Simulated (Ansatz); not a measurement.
Basis-set series for CH₇BOSi₂ (`OB1[SiH2]C1[SiH3]`). Total charge 0; spin multiplicity 1. The geometry is a stationary point of PBE0-D4/def2-TZVP. It is one conformer, not always the lowest.

```json
{"functional": "PBE0-D4", "basis": "def2-SVP", "functions": "113", "energy (Eh)": "-720.68495", "HOMO (eV)": "-6.57", "LUMO (eV)": "-0.93"}
{"functional": "PBE0-D4", "basis": "def2-TZVPP", "functions": "275", "energy (Eh)": "-721.04823", "HOMO (eV)": "-6.60", "LUMO (eV)": "-1.08"}
{"functional": "ωB97M-V", "basis": "def2-SVP", "functions": "113", "energy (Eh)": "-720.97439", "HOMO (eV)": "-8.61", "LUMO (eV)": "1.15"}
{"functional": "ωB97M-V", "basis": "def2-TZVPP", "functions": "275", "energy (Eh)": "-721.34438", "HOMO (eV)": "-8.68", "LUMO (eV)": "0.91"}
```

Give the rows for def2-QZVPP. (Best estimate.)

Ansatz gave: 
| functional | basis | functions | energy (Eh) | HOMO (eV) | LUMO (eV) |
| --- | --- | --- | --- | --- | --- |
| PBE0-D4 | def2-QZVPP | 521 | -721.07580 | -6.61 | -1.12 |
| ωB97M-V | def2-QZVPP | 521 | -721.36995 | -8.69 | 0.80 |

Positive LUMOs are unbound and depend on the basis.
